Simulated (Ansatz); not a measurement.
Z-matrix (Å, degrees):
```
Si
Cl 1 2.044
S 1 2.095 2 112.4
F 1 1.590 2 105.6 3 -121.8
H 1 1.472 2 109.6 3 121.6
Ge 3 2.245 1 99.7 2 -48.0
H 6 1.532 3 104.0 1 -157.0
H 6 1.532 3 109.2 1 -37.8
H 6 1.532 3 108.9 1 84.2
```

The species carries charge 0 and has multiplicity 1.

Problem. List the PBE0/def2-TZVPP orbital energies in eV (the Gaussian-basis code of Ansatz). (Best estimate.)

Solution. The calculation gave: Occupied: -10860.79, -2767.71, -2422.60, -1804.97, -1359.04, -1208.87, -1208.84, -1208.84, -674.16, -259.58, -217.97, -197.85, -197.72, -197.72, -171.77, -161.78, -161.73, -161.63, -147.04, -121.62, -121.52, -121.51, -101.75, -101.72, -101.67, -34.44, -34.39, -34.38, -34.29, -34.29, -33.59, -23.55, -20.64, -16.14, -15.34, -13.25, -13.14, -12.88, -11.11, -10.99, -10.50, -9.90, -9.80, -9.48, -9.12, -7.91. Lowest empty: -0.59, 0.20, 0.31, 0.52, 0.99, 1.52, 1.81, 2.47.
